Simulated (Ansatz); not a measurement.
Input file for Ansatz (a first-principles code): R-CCSD(T)/cc-pVTZ on BH3Se2 (SMILES [SeH]B[SeH]), a point of a torsion scan. The run froze 29 orbitals, filled d shells among them.

Ansatz 0.2 input:
```yaml
crystal:
  periodic: [false, false, false]
  atoms:
    - {symbol: Se, position_ang: [-1.78152308, -0.14241635, -0.68464332]}
    - {symbol: B, position_ang: [-0.29846674, 0.84257394, -0.03238752]}
    - {symbol: Se, position_ang: [0.44349482, 0.54271242, 1.69642202]}
    - {symbol: H, position_ang: [-2.00509121, -0.99531385, 0.46315748]}
    - {symbol: H, position_ang: [0.15726401, 1.65631216, -0.73675074]}
    - {symbol: H, position_ang: [1.49066297, 1.52831191, 1.64278354]}
basis:
  gaussian:
    orbitals: cc-pVTZ
magnetization: {spin_polarized: false}
correlation: {method: ccsd_t, electrons: outside_noble_gas}
scf: {lower_state_search: off}
```

It printed:

```
WARN ansatz: RAYON_NUM_THREADS=1 ignored (pool sized by the plan → 1); use --threads N
Functional definition: HF
these checks for a lower state are left out or cut short: stability, starts, cluster_reference, orbital_swaps, neighbouring_geometries, increment
integrals: 0.41 GiB planned
966 factors; integrals over basis functions are off by at most 1.1e-3 eV
mean field: 0.59 GiB planned
mean field evaluation 1: about -131327.7377 eV, gradient 1.4e1 eV
mean field evaluation 2: about -131327.9446 eV, gradient 1.5e1 eV
mean field evaluation 4: about -131329.0875 eV, gradient 1.7e0 eV
mean field evaluation 8: about -131329.1012 eV, gradient 1.3e-1 eV
mean field -131329.10130793 eV, -4826.2554550045 hartree, gradient 1.7e-6 eV, S^2 0.000000; 0 other end points of the search recorded, 0 dependent functions left out
29 core orbitals not correlated
reference -131329.10130793 eV, -4826.2554550045 hartree; 9, 9 occupied and 120, 120 virtual orbitals, 966 factors
second order -11.27301319 eV of doubles, -0.00000000 eV of singles
coupled cluster: 0.75 GiB planned
cycle   1  -11.99879379 eV  change   -7.3e-1 eV  update   8.8e-2
cycle   2  -12.32543284 eV  change   -3.3e-1 eV  update   2.6e-2
cycle   3  -12.39390544 eV  change   -6.8e-2 eV  update   1.5e-2
cycle   4  -12.38808239 eV  change    5.8e-3 eV  update   4.9e-3
cycle   5  -12.38668472 eV  change    1.4e-3 eV  update   1.9e-3
cycle   6  -12.38648318 eV  change    2.0e-4 eV  update   5.3e-4
cycle   7  -12.38653672 eV  change   -5.4e-5 eV  update   1.2e-4
cycle   8  -12.38657658 eV  change   -4.0e-5 eV  update   4.1e-5
cycle   9  -12.38657350 eV  change    3.1e-6 eV  update   1.3e-5
perturbative correction -0.56182426 eV, -0.0206466607 hartree
Total energy: -131342.04970570 eV, -4826.7312998455 hartree
Checks for a lower state left out: stability, starts, cluster_reference, orbital_swaps, neighbouring_geometries, increment
```

Self-consistency was reached.

Cost: roughly 21 core-seconds.
